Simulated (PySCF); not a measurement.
**Energy of Ti (titanium, neutral) between two integer charges**

The 4s beta orbital of [Ar] 3d2 4s2 is emptied in steps (occupation f), with all orbitals relaxed, ending at [Ar] 3d2 4s1. All numbers are calculated (PySCF 2.14, the non-relativistic Hamiltonian (point nucleus), in aug-cc-pVTZ (8s7p5d3f2g, 93 functions)). The exact energy is a straight line in f; departures are measured from the line between the end points of the same method.

| f | PBE0 (eV) | r2SCAN (eV) | LC-wPBE (eV) |
| --- | --- | --- | --- |
| 1 | 0.000 | 0.000 | 0.000 |
| 0.9 | -0.162 | -0.194 | 0.012 |
| 0.7 | -0.378 | -0.441 | 0.026 |
| 0.5 | -0.449 | -0.507 | 0.028 |
| 0.3 | -0.375 | -0.401 | 0.021 |
| 0.1 | -0.154 | -0.152 | 0.009 |
| 0 | 0.000 | 0.000 | 0.000 |

```json
{"method": "PBE0", "E(f=0) − E(f=1) (eV)": "6.527", "−ε at f=1 (eV)": "4.723", "−ε at f=0.5 (eV)": "6.537"}
{"method": "r2SCAN", "E(f=0) − E(f=1) (eV)": "6.366", "−ε at f=1 (eV)": "4.191", "−ε at f=0.5 (eV)": "6.479"}
{"method": "LC-wPBE", "E(f=0) − E(f=1) (eV)": "6.363", "−ε at f=1 (eV)": "6.496", "−ε at f=0.5 (eV)": "6.349"}
```

Orbital energy along the path (eV):

```csv
f,PBE0,r2SCAN,LC-wPBE
1,-4.723,-4.191,-6.496
0.9,-5.084,-4.665,-6.465
0.7,-5.810,-5.588,-6.404
0.5,-6.537,-6.479,-6.349
0.3,-7.265,-7.286,-6.311
0.1,-7.983,-7.883,-6.294
0,-7.875,-7.572,-6.194
```

As f goes to zero the orbital energy of a semilocal functional can turn back, because the density of that orbital vanishes from the exchange-correlation potential.

Reference removal energy between the ground levels: 6.828 eV (measured; NIST Atomic Spectra Database, ionization energies). The calculation has no spin-orbit coupling.
